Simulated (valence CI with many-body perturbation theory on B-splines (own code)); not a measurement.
## How close is CI+MBPT for Se³⁺?

Method: relativistic CI+MBPT: three valence electrons over a frozen Dirac-Fock core [Ar] 3d10, a basis of 11 s, 11 p, 9 d, 7 f, 5 g, 2 h, 1 i functions for each j, with the one-electron correlation potential Σ1 (screened to all orders), the two-electron term Σ2, the three-electron term Σ3, Breit, model QED; selected single and double excitations, second order for the rest, scaled by the run's own slope (own B-spline code, finite nucleus).

Against 16 measured levels this calculation errs by 168 cm⁻¹ on average and by 454 at most. These come from a selection out of Moore, Atomic Energy Levels, vol. II, NSRDS-NBS 35 (1971 reprint of NBS Circular 467, 1952), an old analysis. Levels without a partner in it may be off by more.

Measured levels: Moore, Atomic Energy Levels, vol. II, NSRDS-NBS 35 (1971 reprint of NBS Circular 467, 1952). Pairs share parity and J, and are chosen by configuration, term and nearness in energy; levels without a clear partner are left out. The analysis is old, and some levels have since been revised. Energies in cm⁻¹ above the measured ground level. The last column is blank where CI alone has no clear partner.

```tsv
Computed label	Label in the source	Measured	Computed	Difference	CI alone, difference
4s²4p ²P°_1/2	4s2 4p 2P°	0	0.0	0	0
4s²4p ²P°_3/2	4s2 4p 2P°	4376	4365.9	-10	-186
4s4p² ²D_3/2	4s 4p2 2D	104211	103984.5	-227	-3094
4s4p² ²D_5/2	4s 4p2 2D	104706	104478.8	-227	-3104
4s4p² ²S_1/2	4s 4p2 2S	128787	128571.4	-216	-1524
4s4p² ²P_1/2	4s 4p2 2P	136134	136106.3	-28	+1063
4s4p² ²P_3/2	4s 4p2 2P	138354	138348.1	-6	+1214
4s²4d ²D_3/2	4s2 4d 2D	153217	153116.6	-100	-1370
4s²4d ²D_5/2	4s2 4d 2D	153606	153510.6	-95	-1375
4s²5s ²S_1/2	4s2 5s 2S	157241	157251.7	+11	-2478
4s²5p ²P°_1/2	4s2 5p 2P°	189913	189813.0	-100	-2919
4s²5p ²P°_3/2	4s2 5p 2P°	191111	191002.0	-109	-2956
4s²4f ²F°_7/2	4s2 4f 2F°	229684	229361.5	-322	-4166
4s²4f ²F°_5/2	4s2 4f 2F°	229714	229390.0	-324	-4165
4s²5d ²D_3/2	4s2 5d 2D	237747	237515.3	-232	-3277
4s²5d ²D_5/2	4s2 5d 2D	237899	237668.1	-231	-3275
4s²6s ²S_1/2	4s2 6s 2S	240745	240290.8	-454	-3455
```

Over 16 excited levels the mean absolute difference is 168 cm⁻¹, the median 162 and the largest 454. For the 16 levels that pair on every rung the mean is CI alone 2476, + Σ1 1608, + Σ2 109, + Σ3 101, + Breit 173, + QED 168. The comparison draws on a selection of the measured levels: 17 of the 75 computed ones have a partner in it, and others may be off by more.
